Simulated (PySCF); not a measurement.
**Stretching CBr⁺**

Set-up: basis C cc-pVDZ, Br cc-pVDZ-PP with ECP10; scalar-relativistic core potentials; PySCF 2.14. Energies in eV from C⁺ + Br in their ground configurations at the same level. State: ¹Σ⁺ (singlet), closed shell.

All columns are PBE0. A positive dipole points towards Br; it is taken about the centre of mass and depends on that origin.

| R (Å) | E (eV) | μ (D) | Mulliken charge on C (basis-dependent) | HOMO (eV) | LUMO (eV) | Mayer bond order | ⟨S²⟩ |
| --- | --- | --- | --- | --- | --- | --- | --- |
| 1.464 | -4.577 | 1.16 | 0.07 | -16.83 | -10.50 | 2.32 | 0.00 |
| 1.532 | -5.498 | 0.72 | 0.14 | -17.12 | -10.75 | 2.28 | 0.00 |
| 1.600 | -6.004 | 0.27 | 0.20 | -17.39 | -10.99 | 2.24 | 0.00 |
| 1.651 | -6.183 | -0.07 | 0.24 | -17.57 | -11.17 | 2.22 | 0.00 |
| 1.702 | -6.232 | -0.42 | 0.28 | -17.72 | -11.34 | 2.19 | 0.00 |
| 1.753 | -6.183 | -0.76 | 0.31 | -17.85 | -11.51 | 2.17 | 0.00 |
| 1.821 | -6.002 | -1.22 | 0.35 | -17.98 | -11.73 | 2.14 | 0.00 |
| 1.906 | -5.650 | -1.77 | 0.39 | -17.84 | -11.98 | 2.11 | 0.00 |
| 2.008 | -5.119 | -2.42 | 0.44 | -17.42 | -12.25 | 2.08 | 0.00 |
| 2.144 | -4.333 | -3.22 | 0.49 | -16.94 | -12.56 | 2.04 | 0.00 |

A fit through these points gives, at Re = 1.700 Å, μ = -0.40 D and dμ/dR = -6.76 D/Å; the reduced mass is 10.42 u.

Q: How strong is the fundamental in the double-harmonic approximation, I = 42.26·(dμ/dR)²/μred km/mol?

A: I = 42.26·(-6.76)²/10.42 = 185 km/mol at PBE0.

For an ion De counts to the pair picked by the measured ionisation energies or electron affinities, which need not be the lowest pair at this level.
